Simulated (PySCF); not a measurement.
Heteronuclear NMR

Geometry:
| atom | x (Å) | y (Å) | z (Å) |
| --- | --- | --- | --- |
| C1 | -0.337 | -2.018 | 0.629 |
| Si2 | 0.263 | -0.370 | -0.116 |
| N3 | 1.130 | -0.859 | -1.545 |
| Si4 | 1.055 | 1.295 | 1.281 |
| N5 | -1.193 | 0.334 | -0.879 |
| C6 | -1.607 | 1.558 | -0.572 |
| O7 | -1.071 | 2.289 | 0.236 |
| H8 | 0.488 | -2.548 | 1.094 |
| H9 | -0.761 | -2.672 | -0.128 |
| H10 | -1.091 | -1.859 | 1.394 |
| H11 | 1.471 | -0.139 | -2.164 |
| H12 | 1.850 | -1.555 | -1.429 |
| H13 | 2.302 | 0.753 | 1.887 |
| H14 | 1.516 | 2.487 | 0.573 |
| H15 | 0.200 | 1.592 | 2.425 |
| H16 | -1.712 | -0.169 | -1.580 |
| H17 | -2.510 | 1.895 | -1.116 |

Computed data (PySCF): GFN2-xTB geometry, shieldings: GIAO PBE0/pcSseg-1. One computed conformer, relativity neglected, rapidly exchanging positions averaged, isolated molecule.

Question: What are the $^{29}$Si shifts?

Answer: 
| atoms | environment | σ (ppm) | δ (ppm) |
| --- | --- | --- | --- |
| Si2 | silicon bonded to C, 2 N, Si | 357.0 | -13.5 |
| Si4 | silicon bonded to Si, 3 H | 476.9 | -112.0 |

Shieldings were converted by a linear fit to measured shifts: $^{29}$Si (scatter 8.9 ppm rms, 25.8 ppm with the 6 outliers that the fit left out vs TMS, solution or neat liquid). Occasional misses reach two or three times the rms, and more in compound classes unlike the fitted ones.

On a 400 MHz spectrometer $^{29}$Si resonates near 79.5 MHz, so 1 ppm is 79.5 Hz.

Question: Predict the $^{15}$N NMR data.

Answer: 
| atoms | environment | σ (ppm) | δ (ppm) |
| --- | --- | --- | --- |
| N5 | amide-type nitrogen | 115.4 | -254.4 |
| N3 | nitrogen bonded to Si, 2 H | 242.4 | -371.4 |

Shieldings were converted by a linear fit to measured shifts: $^{15}$N: δ = -148.07 − 0.921σ (rms 6.3 ppm, 71 shifts vs CH3NO2, solution or neat liquid). A few per cent of atoms miss by over 2 rms, more outside the fitted compound classes.

On a 400 MHz spectrometer $^{15}$N resonates near 40.5 MHz, so 1 ppm is 40.5 Hz.

Question: What are the $^{17}$O shifts?

Answer: 
| atoms | environment | σ (ppm) | δ (ppm) |
| --- | --- | --- | --- |
| O7 | amide-type carbonyl oxygen | -83.6 | 342.8 |

Shieldings were converted by a linear fit to measured shifts: $^{17}$O: δ = 266.70 − 0.911σ (rms 10.7 ppm, 155 shifts, 12.2 ppm with the 3 outliers that the fit left out vs liquid water, solution or neat liquid). A few per cent of atoms miss by over 2 rms, more outside the fitted compound classes.

On a 600 MHz spectrometer $^{17}$O resonates near 81.3 MHz, so 1 ppm is 81.3 Hz.

Hydrogen bonding in solution shields acid and N–H amide carbonyl oxygens by tens of ppm.
